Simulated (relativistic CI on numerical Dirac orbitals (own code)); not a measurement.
Method of calculation: Dirac-Coulomb-Breit CI, KLI orbitals optimised for each configuration, QED by a radiative potential, unscaled Slater integrals (own radial code, finite nucleus).

The strongest absorption lines from the ground level of an ion, among the configurations computed and to levels below about 575 eV (vacuum wavelength in nm, gf): 6.0710 (1.5), 6.5997 (0.36), 6.6309 (2), 6.7749 (0.31), 7.3457 (0.38), 7.5278 (0.99), 7.5647 (0.18), 7.9473 (0.23).

(1) Which ion is it?
A. Ru XXVII
B. Pd XXVII
C. Ru XXIII
D. Ru XXV

Answers

(1) D. Ru XXV has 20 electrons and the ground level 3s2 3p6 3d2 3F_2; the strongest line goes to 3s2 3p5 3d3 3F°_2. The pattern of lines fixes the number of electrons, and along that sequence the line energies rise steadily with the charge (about as its square where n changes within one kind of shell, about linearly where n is kept but much faster in heavy ions where fine structure, which grows about as Z⁴, sets the gap, and irregularly where shells cross), which fixes Z. Configurations outside the model, such as inner-shell arrays, can give stronger lines. At this charge energies of transitions that change n are usually good to better than 1 %, and those within a shell (Δn = 0) to a few per cent. Terms inside the open d or f shell come out 10 to 20 % too wide with unscaled integrals.

LS names give the leading component of a level, which can be under half, so a name can repeat, a term be missing and a line seem to break the LS rules.
